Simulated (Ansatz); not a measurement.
Born–Oppenheimer molecular dynamics of AlF$_{2}$H$_{4}$N (8 atoms, charge 0, multiplicity 1). It starts at the highest image of a converged band, a first-order saddle point between two minima.

Method: RKS B3LYP-D4/def2-SVP in Ansatz.

- ensemble: NVE (velocity Verlet)
- time step: 0.5 fs
- steps asked: 200
- starting velocities drawn for: 100 K
- seed: 3512

First frame:

```xyz
8
Properties=species:S:1:pos:R:3
Al -0.032 0.264 0.165
N -0.027 0.062 2.027
H -0.816 -0.340 2.535
H 0.837 -0.123 2.539
F 1.439 0.095 -0.589
F -1.433 -0.207 -0.594
H -0.212 1.967 0.709
H -0.172 1.404 1.546
```

Question: How far do the bonds stretch over the last three quarters of this one trajectory? (Pairs bonded in most of those frames.)

Answer: 
```csv
bond,mean (Å),spread (Å),shortest,longest
Al1–N2,1.762,0.057,1.67,1.87
Al1–F5,1.654,0.025,1.60,1.69
Al1–F6,1.653,0.024,1.60,1.69
N2–H3,1.017,0.009,1.00,1.03
N2–H4,1.015,0.011,1.00,1.03
H7–H8,0.768,0.013,0.76,0.82
```

Mean temperature of the second half: 610 K. The conserved energy stayed within 0.044 meV per atom of its start (net change -0.0005 meV per atom), so the integration is sound. The kinetic energy rose, since the run started high on the potential surface and went downhill. It ends in pieces (AlF2H2N + H2), so much of that is their flight and rotation, not heat. A run of 0.1 ps of so small a system gives no equilibrium averages. The orbitals stay closed-shell, which can raise the energy where a bond breaks towards radicals; this wasn't checked here.

Time of the run: 8.7 min on 1 thread of Arm Neoverse V1, on a shared host, peak memory 0.15 GiB.
